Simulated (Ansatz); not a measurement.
Consider the substitution at a C–Si bond: `C=C(F)[SiH2][SeH]` + CH₃SH → `C=C(F)SC` + `[SiH3][SeH]`.

Calculated with Ansatz (gas phase, PBE0-D4/def2-TZVP geometries, no zero-point term in ΔE). CBS: MP2 limit from def2 TZ/QZ plus the TZ coupled-cluster correction, frozen cores. This one scheme is used for every species. Functionals use def2-TZVPP. B3LYP here is the variant with VWN-RPA as its local correlation; programs differ in this. For Se outer-core shells are correlated without core-valence functions, which leaves a few kJ/mol of doubt a bond. Scalar relativity is left out up to krypton. Each species was taken in one conformer, which may not be the lowest.

`C=C(F)[SiH2][SeH]`:

Z-matrix (Å, degrees):
```
Si
Se 1 2.273
C 1 1.874 2 112.2
H 1 1.483 2 112.3 3 -119.6
H 1 1.482 2 104.3 3 119.7
H 2 1.469 1 92.8 3 62.2
F 3 1.349 1 115.4 2 60.7
C 3 1.325 1 125.1 2 -119.0
H 8 1.084 3 121.8 1 179.8
H 8 1.082 3 119.6 1 -0.3
```

CH₃SH:

```xyz
6

C     0.140   -0.433    0.186
S     0.400    1.196   -0.551
H    -0.349   -0.359    1.156
H     1.131   -0.863    0.328
H    -0.429   -1.085   -0.476
H    -0.893    1.544   -0.643
```

`C=C(F)SC`:

Z-matrix (Å, degrees):
```
C
S 1 1.803
H 1 1.088 2 110.8
H 1 1.090 2 106.0 3 -118.2
H 1 1.090 2 111.0 3 123.2
C 2 1.742 1 100.6 3 -58.4
F 6 1.343 2 114.5 1 48.5
C 6 1.324 2 125.2 1 -135.9
H 8 1.080 6 119.9 2 8.0
H 8 1.082 6 120.4 2 -171.0
```

`[SiH3][SeH]`:

Z-matrix (Å, degrees):
```
Si
Se 1 2.279
H 1 1.484 2 111.4
H 1 1.484 2 111.5 3 -122.1
H 1 1.483 2 104.9 3 119.0
H 2 1.469 1 93.0 3 60.4
```

| level | ΔE (kcal/mol) |
| --- | --- |
| r2SCAN-D4 | 5.1 |
| B3LYP-D4 | 6.2 |
| ωB97M-V | 6.4 |
| HF/def2-TZVPP | 7.6 |
| CCSD(T)/def2-TZVPP | 6.7 |
| MP2/def2-QZVPP | 6.1 |
| HF/CBS(def2) | 7.7 |
| CCSD/CBS(def2) | 7.3 |

Problem. What does CCSD(T)/CBS give? (Best estimate.)

Solution. Computed: +6.8 kcal/mol. The listed levels differ from it by -1.7, -0.6, -0.4, 0.8, -0.1, -0.7, 0.9, 0.5 kcal/mol.

Largest T1 diagnostic among the species: 0.012.

In def2-TZVPP, CCSD(T) changes the Hartree–Fock value by −0.8 kcal/mol (the triples alone add −0.5 kcal/mol) and MP2 by −1.5 kcal/mol.
